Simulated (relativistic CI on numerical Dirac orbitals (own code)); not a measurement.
## Tl XLVIII: sensitivity of the levels to the model

Base calculation: Dirac-Coulomb-Breit CI, KLI orbitals optimised for each configuration, model QED, unscaled Slater integrals.

Configuration list (outside the closed core [Ar] 3d10): 4s2 4p4, 4s 4p5, 4s2 4p3 4d, 4p6, 4s 4p4 4d, 4s2 4p3 4f, 4s 4p4 4f, 4p5 4d, 4s 4p3 4d2, 4s2 4p2 4d 4f, 4p5 4f, 4p4 4d2, 4p3 4d3, 4p3 4d2 4f. Double excitations out of closed p, d and f shells are left out; levels of such configurations are missing from the list, as are those of other unlisted configurations, and high levels can miss mixing partners.

Variants: (1) valence Slater integrals scaled by 0.9; (2) non-relativistic limit. Shifts of the energy above 4s2 4p4 3P_2, in eV, for the lowest level and the first level of each name with at least 55 % of one term (blank where a level changes its place among those of its configuration and J or its character, or is not in the variant):

```tsv
Level	Base	Δ(1)	Δ(2)
4s2 4p4 3P_2	0.000	0.000	0.000
4s2 4p4 1S_0	11.617	-1.192	
4s2 4p4 3P_1	150.987	+0.331	-150.987
4s2 4p4 1D_2	156.228	-0.183	-148.486
4s2 4p3 4d 3P°_0	180.106	+0.692	
4s 4p5 3P°_2	271.082	+1.602	-173.794
4s2 4p4 3P_0	311.843	-0.290	
4s2 4p3 4d 3G°_5	363.819	+0.805	-192.367
4s 4p5 3P°_0	425.486	+1.587	-328.199
4s 4p4 4d 3D_1	464.729	-0.083	
4s 4p4 4d 3P_0	466.535	+0.487	
4s 4p4 4d 5F_5	476.965	+1.484	-217.448
```

At this charge energies of transitions that change n are usually good to better than 1 %, and those within a shell (Δn = 0) to a few per cent.

Ionisation energy from the two ground configurations alone: base 2573.7 eV. The NIST ASD value (theoretical) is 2574 eV.

LS names give the leading component of a level, which can be under half, so a name can repeat, a term be missing and a line seem to break the LS rules.
